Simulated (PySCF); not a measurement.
## Radial density of Sb⁺ (antimony, charge +1)

BHandHLYP, [Kr] 4d10 5s2 5p1 5d1, one real determinant (an excited configuration). All numbers are calculated (PySCF 2.14, a scalar-relativistic core potential, in aug-cc-pVTZ-PP with one added diffuse shell each of d, f type with ECP28MDF (6s5p5d3f, 67 functions)). This is the valence pseudo-density: the core potential removes the inner electrons and smooths the orbitals near the nucleus.

```csv
r (bohr),4πr²ρ (e/bohr),4πr²(ρα − ρβ)
0.00430,2.625e-05,0.0000
0.00723,6.883e-05,0.0000
0.0122,0.0001613,0.0000
0.0204,0.0003146,0.0000
0.0344,0.0005331,0.0000
0.0578,0.0008698,0.0000
0.0973,0.003350,0.0000
0.164,0.03458,0.0001
0.275,0.5494,0.0028
0.463,8.223,0.0519
0.779,24.64,0.0853
1.31,8.897,0.0960
2.20,2.178,0.6164
3.71,0.5351,0.4095
6.23,0.1161,0.1154
10.5,0.003483,0.0035
```

⟨L²⟩ = 8.01 against 12 for a pure F term, so this real determinant mixes terms. Energies and moments cover only the electrons outside the core potential. The outer electron is Rydberg-like, and this basis confines it to a smaller radius and binds it less than a complete one would.
